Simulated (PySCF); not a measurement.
A structure optimised at B3LYP-D3(BJ)/def2-SVP, used in a PySCF frequency run:

```
Ge
F 1 1.7188
F 1 1.7188 2 106.43
F 1 1.7188 2 106.43 3 -113.22
I 1 2.4711 2 112.37 3 123.39
```

### Question
Write its SMILES, formula and point group.

### Answer
[F][Ge]([F])([F])[I], F3GeI, C3v

### Question
What are its rotational constants (standard atomic weights)?

### Answer
3.5098, 0.88098, 0.88098 GHz
